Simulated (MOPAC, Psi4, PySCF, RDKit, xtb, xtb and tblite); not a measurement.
Two geometries of SMILES c1cccc(c1)C(O)=O, singlet, relaxed at GFN2-xTB with one dihedral held; other torsions can differ between them too.

Structure A

```
15

O      2.6707    -1.2476    -0.2138
C      2.0566    -0.2095    -0.1865
O      2.6745     0.9801    -0.2801
C      0.5883    -0.1026    -0.0503
C     -0.0560     1.1318    -0.0260
C     -1.4312     1.1846     0.1036
C     -2.1671     0.0146     0.2091
C     -1.5285    -1.2157     0.1850
C     -0.1547    -1.2768     0.0557
H      3.6306     0.8428    -0.3663
H      0.5249     2.0369    -0.1087
H     -1.9330     2.1407     0.1227
H     -3.2414     0.0621     0.3103
H     -2.1044    -2.1254     0.2675
H      0.3664    -2.2219     0.0345
```

Structure B

```
15

O      2.7123    -1.2186    -0.2698
C      2.0636    -0.2048    -0.1950
O      2.6401     1.0085    -0.1824
C      0.5870    -0.1502    -0.1288
C     -0.1043    -1.2929     0.2676
C     -1.4831    -1.2710     0.3509
C     -2.1772    -0.1123     0.0388
C     -1.4919     1.0266    -0.3541
C     -0.1118     1.0148    -0.4334
H      3.6036     0.9124    -0.2380
H      0.4576    -2.1844     0.5015
H     -2.0194    -2.1558     0.6600
H     -3.2553    -0.0965     0.1024
H     -2.0365     1.9270    -0.5970
H      0.4306     1.8968    -0.7363
```

Task: Which is lower in energy at the level PBE0-D3(BJ)/def2-SVP // GFN2-xTB run with Psi4, and by how much?

Result: A is lower, by 0.78 kcal/mol (dihedral O1–C2–C4–C5: 180° in A, 20° in B).

E(B) − E(A) in kcal/mol at the other levels, on the same two geometries: GFN2-xTB (xtb and tblite) 0.32; MMFF94 // GFN2-xTB (RDKit) 0.47; PBE0/def2-SVP // GFN2-xTB (Psi4) 0.78; PBE/def2-SVP // GFN2-xTB (Psi4) 0.79; PBE-D3(BJ)/def2-SVP // GFN2-xTB (Psi4) 0.79; UFF // GFN2-xTB (RDKit) 0.50; PM3, restricted, heats of formation // GFN2-xTB (MOPAC) -0.07; AM1, restricted, heats of formation // GFN2-xTB (MOPAC) 0.30; GFN1-xTB // GFN2-xTB (xtb) 0.45; restricted B3LYP/6-31G*, spherical d, density fitting // GFN2-xTB (PySCF) 0.75; restricted Hartree-Fock/3-21G, density fitting // GFN2-xTB (PySCF) 1.36; restricted MP2 (frozen core)/3-21G // GFN2-xTB (PySCF) 1.15; restricted M06-2X/6-31G*, spherical d, density fitting // GFN2-xTB (PySCF) 0.74.
